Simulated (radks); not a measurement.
The arsenic ion As+ inside a hard spherical wall (all orbitals vanish at R), configuration held at [Ar] 3d10 4s2 4p2 and not refilled when levels cross. Calculated with a radial shooting solver on a logarithmic mesh with Libxc functionals: non-relativistic Kohn-Sham, PBE, spin-polarised, spherical densities, point nucleus; open shells are filled with parallel spins first. Eigenvalues in eV for spin up, with the zero of energy where the potential of the charges vanishes at infinity; a dash marks a level that is unbound or too diffuse for the functional's potential to be trusted. A positive occupied level is held by the wall or, in an anion where self-interaction has pushed it up, behind a barrier. The pressure on the wall is -dE/dV.

R (bohr),E (hartree),kinetic (hartree),e(3p),e(3d),e(4s),e(4p),"e(5s, empty)","e(4d, empty)",pressure (GPa)
free,-2235.16689,2233.792,-141.93,-51.404,-23.592,-14.096,-,-,0
15,-2235.16689,2233.792,-141.93,-51.404,-23.592,-14.096,-5.131,-3.698,< 0.0001
12,-2235.16689,2233.792,-141.93,-51.404,-23.592,-14.096,-5.112,-3.681,< 0.0001
8,-2235.16672,2233.794,-141.92,-51.391,-23.582,-14.085,-4.465,-3.324,0.0114
7,-2235.16587,2233.803,-141.87,-51.343,-23.548,-14.045,-3.591,-2.911,0.0851
6,-2235.16116,2233.844,-141.67,-51.151,-23.413,-13.877,-1.560,-2.023,0.636
4,-2234.99712,2234.770,-138.69,-48.224,-21.087,-10.733,16.507,5.360,42.4
